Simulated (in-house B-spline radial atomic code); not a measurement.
RPA and G0W0 for the silicon ion Si⁷⁺, [He] 2s2 2p3, highest spin, as one setting changes: the highest l of the empty states. Start: PBE0. A dash marks a level of low quasi-particle weight. Computed with an all-electron radial atomic-structure program (B-spline basis): all electrons, non-relativistic, point nucleus, each spin shell either full or empty, empty states to the listed l with an (l + 1/2)⁻⁴ tail; G0W0 by contour deformation at full frequency.

| highest l of the empty states | RPA summed (Eh) | RPA extrapolated (Eh) | G0W0 level (eV) |
| --- | --- | --- | --- |
| 3 | -0.35199 | -0.3788 | 2p up -303.76 |
| 4 | ? | ? | ? |
| 5 | -0.37088 | -0.37841 | 2p up -303.86 |
| 6 | ? | ? | ? |
| 7 | -0.37483 | -0.37765 | 2p up -303.85 |
| 8 | -0.37563 | -0.37752 | 2p up -303.85 |
| 9 | -0.37612 | -0.37745 | 2p up -303.85 |
| 10 | -0.37644 | -0.37739 | 2p up -303.85 |
| 11 | -0.37665 | -0.37736 | 2p up -303.85 |

(1) What belongs in the row for 6?

(2) What belongs in the row for 4?

## Answers

(1) RPA summed (Eh): -0.37346; RPA extrapolated (Eh): -0.37788; G0W0 level (eV): 2p up -303.85.

(2) RPA summed (Eh): -0.36548; RPA extrapolated (Eh): -0.37994; G0W0 level (eV): 2p up -303.88.
